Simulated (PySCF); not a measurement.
**Highest orbital energy against ionisation energy along the 4p block**

Calculated with PySCF 2.14, no spin-orbit coupling. Each cell gives −ε(HOMO) / ΔSCF in eV; NIST values include spin-orbit coupling, (s) semi-empirical, (t) theoretical.

```
                                species              UHF              LDA              PBE             PBE0           r2SCAN  NIST (lowest levels)
Ga⁺ (aug-cc-pVQZ-PP with ECP10MDF, ECP)  19.026 / 18.745  16.599 / 21.099  16.234 / 20.678  17.145 / 20.362  16.581 / 20.491                20.515
Ge⁺ (aug-cc-pVQZ-PP with ECP10MDF, ECP)  15.578 / 15.255  11.651 / 15.820  11.651 / 15.700  12.779 / 15.750  12.059 / 15.941                15.935
As⁺ (aug-cc-pVQZ-PP with ECP10MDF, ECP)  18.443 / 17.980  13.990 / 18.583  13.969 / 18.433  15.252 / 18.505  14.426 / 18.690                18.589
Se⁺ (aug-cc-pVQZ-PP with ECP10MDF, ECP)  21.425 / 20.839  16.386 / 21.394  16.355 / 21.237  17.807 / 21.346  16.895 / 21.548         21.196 ± 0.01
Br⁺ (aug-cc-pVQZ-PP with ECP10MDF, ECP)  21.085 / 20.230  16.556 / 21.573  16.455 / 21.301  17.867 / 21.327  16.856 / 21.410                21.591
Kr⁺ (aug-cc-pVQZ-PP with ECP10MDF, ECP)  24.216 / 23.232  19.123 / 24.551  18.996 / 24.247  20.568 / 24.300  19.445 / 24.397                24.360
```

Problem. How far is −ε(HOMO) from ΔSCF on average for each method, and why?

Solution. UHF 0.58 eV; LDA -4.79 eV; PBE -4.66 eV; PBE0 -3.36 eV; r2SCAN -4.37 eV. Hartree-Fock orbital energies lack relaxation and so exceed the ΔSCF value; semilocal functionals have convex E(N) from self-interaction, so their HOMO lies far too high; exact exchange moves hybrids part of the way back.
